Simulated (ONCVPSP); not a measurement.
**zirconium: variants of one ONCV potential**

Base potential:

```json
{
 "Element": "Zr",
 "Generator": "ONCVPSP 4.0.1",
 "Type": "optimised norm-conserving Vanderbilt (ONCV)",
 "Functional": "LDA (Perdew-Zunger)",
 "Relativity": "scalar-relativistic",
 "Frozen core": "[Ar] 3d10",
 "Valence charge": "12",
 "Reference configuration": "4s2 4p6 4d2.5 5s1.5",
 "Partial waves": "4s+5s: rc 1.85 bohr, ncon 3, nbas 6, qcut 8.6 1/bohr, 2 projectors; 4p: rc 1.90 bohr, ncon 3, nbas 7, qcut 8.5 1/bohr, 2 projectors, debl 2 Ha; 4d: rc 3.05 bohr, ncon 3, nbas 8, qcut 6.1 1/bohr, 3 projectors, debl 1 Ha",
 "Local potential": "polynomial inside 1.70 bohr (lpopt 2, dvloc0 3 Ha)",
 "Core correction": "none"
}
```

Cutoffs, loose and tight: the cutoffs (Ha) at which the residual kinetic energy of the hardest occupied pseudo-wave falls to 1 and 0.1 mHa per electron. They do not see the model core or the augmentation charge, which bear on the density cutoff. Test errors are all-electron minus pseudo excitation energies from the reference, over the configurations 4s2 4p6 4d2 5s2; 4s2 4p6 4d2 5s1; 4s2 4p6 4d2 5s0; 4s2 4p6 4d1 5s2. A dash means not determined; rows that change the core or the reference have their own tests.

```csv
change,outcome,"cutoff, loose","cutoff, tight",bound ghosts,GHOST(+) flags above zero,largest test error (meV)
base,generated,19 Ha,24 Ha,none,s,+44
s: qcut 5.6; p: qcut 5.6; d: qcut 4,generated,12 Ha,14 Ha,none,none,+159
s: qcut 6.6; p: qcut 6.5; d: qcut 4.7,generated,15 Ha,18 Ha,none,s,+104
s: qcut 7.9; p: qcut 7.8; d: qcut 5.6,generated,18 Ha,22 Ha,none,s,+60
s: qcut 8.9; p: qcut 8.8; d: qcut 6.3,generated,20 Ha,26 Ha,none,s,+40
s: qcut 9.9; p: qcut 9.7; d: qcut 7,generated,24 Ha,30 Ha,none,s,+35
s: qcut 10.7; p: qcut 10.6; d: qcut 7.6,failed: oncvpsp: lschvkbb ERROR 2 0 100,–,–,–,–,–
s: qcut 11.5; p: qcut 11.4; d: qcut 8.2,failed: oncvpsp: lschvkbb ERROR 2 0 100,–,–,–,–,–
```

**Question.** What comes out with this change to the base: s: qcut 12.6; p: qcut 12.4; d: qcut 8.9?

**Answer.** outcome: failed: ERROR pspot: first pseudo wave function has node, program will stop. Cause: the optimised pseudo-wave of the first projector has a node, so the radial equation cannot be inverted for a potential.

**Question.** What comes out with this change to the base: s: qcut 7.1; p: qcut 7; d: qcut 5?

**Answer.** outcome: generated; cutoff, loose: 17 Ha; cutoff, tight: 20 Ha; bound ghosts: none; GHOST(+) flags above zero: s; largest test error (meV): +90.
